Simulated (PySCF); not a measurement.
# Shieldings and the share of exact exchange

Molecule: SMILES CC#[N+][AlH2-][CH2]F, C₃H₇AlFN.

Bonds (- single, = double, # triple, : aromatic): C1-C2 1.445 Å, C2#N3 1.152 Å, N3-Al4 2.038 Å, Al4-C5 2.004 Å, C5-F6 1.399 Å. C1 carries H7, H8, H9; Al4 carries H10, H11; C5 carries H12, H13. Formal charges: N3 +1, Al4 -1.

GIAO shieldings (ppm, equivalent atoms averaged) in PySCF 2.14.0 with density-fitted response routines on the PBE0-D3(BJ)/def2-SVP geometry, basis pcSseg-1, gas phase, non-relativistic:

| functional | exact exchange (%) | σ(C5) | σ(Al4) | σ(F6) |
| --- | --- | --- | --- | --- |
| BLYP | 0 | 91.3 | 432.4 | 473.9 |
| BP86 | 0 | 97.4 | 434.1 | 478.4 |
| PBE | 0 | 97.7 | 433.9 | 477.4 |
| B3LYP | 20 | 98.4 | 438.1 | 490.3 |
| PBE0 | 25 | 106.0 | 442.0 | 495.8 |
| mPW1PW91 | 25 | 105.1 | 442.2 | 495.0 |
| HF | 100 | 119.1 | 475.8 | 522.8 |

**Question.** Fit each shielding as a line in the percentage of exact exchange.

**Answer.** σ(C5) = 96.4 + 0.24 x (rms 2.9 ppm); σ(Al4) = 432.3 + 0.43 x (rms 1.5 ppm); σ(F6) = 479.3 + 0.46 x (rms 3.5 ppm). The functionals also differ in their semilocal parts, which the line can't hold; Hartree–Fock has no correlation at all.

**Question.** What does the line predict for BHandHLYP (50 %), and what does the run give?

**Answer.** σ(C5): 108.4 predicted, 106.7 computed; σ(Al4): 453.8 predicted, 449.7 computed; σ(F6): 502.3 predicted, 506.1 computed ppm.
